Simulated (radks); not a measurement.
Values are calculated unless marked as measured or tabulated.
Coulomb parameter of the 4f shell of neutral praseodymium in the model configuration [Xe] 4f1 6s2 6p2, as a second difference U = [E(n + 0.25) + E(n - 0.25) - 2 E(n)] / (0.25)^2 with all orbitals relaxed. "Bare": the charge of the atom changes with n. "Screened": the 6p shell takes up the change at fixed total charge, which measures U(4f,4f) + U(6p,6p) - 2 U(4f,6p). Level of theory: scalar-relativistic Kohn-Sham, PBE, spin-unpolarised, spherical densities, finite nucleus; Fermi nuclear charge, rms radius 4.8919 fm (a radial shooting solver on a logarithmic mesh with Libxc functionals). Estimate both.

Answer. U(bare) = 15.438 eV, U(screened by 6p) = 9.586 eV, against the Slater integral F0(4f,4f) = 26.600 eV with frozen orbitals. The step up makes a negative ion, whose loosely bound charge lowers the bare value.
